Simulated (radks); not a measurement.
All-electron atom: Se2+ in [Ar] 3d10 4s2 4p2.

All-electron calculation, scalar-relativistic Kohn-Sham, HCTH/407, spin-unpolarised, spherical densities, point nucleus. Program: a radial shooting solver on a logarithmic mesh with Libxc functionals.

Energy parts (eV):
part                       energy
total                  -66135.079
kinetic                 67477.819
electron-nucleus      -158718.411
Hartree                 27524.634
exchange-correlation    -2419.120

Orbitals (lengths in bohr, moments of r in powers of bohr):
orbital  occ.  eigenvalue (eV)   <1/r>       <r^4>
1s          2        -12523.08   34.54  0.00001767
2s          2        -1632.796   7.633    0.003545
2p          6        -1440.451   7.477    0.002574
3s          2        -237.7527   2.491      0.2281
3p          6        -177.3402   2.341      0.2801
3d         10         -77.3487   2.044      0.5241
4s          2         -37.8694  0.7831       16.21
4p          2         -25.6690  0.6580       32.74
5s          0         -11.5865  0.3247       464.2
4d          0         -10.9573  0.4073       208.8

The highest occupied level is 4p at -25.669 eV. For comparison, the ionisation energy in NIST's Atomic Spectra Database is 31.70 eV (measured). In exact Kohn-Sham theory the highest level is minus the ionisation energy, but local and semilocal functionals leave it too shallow, through self-interaction and a potential that decays too fast; potentials with the right tail come closer. Summed over all electrons, <r^2> = 23.85 bohr^2, which gives a Langevin (diamagnetic) susceptibility term of -18.9 x 10^-6 cm^3/mol. The density falls to 0.001 e/bohr^3 at r = 3.59 bohr.

Beside tabulated values, note that spin-unpolarised runs miss the spin-polarisation part of the exchange energy of open shells.
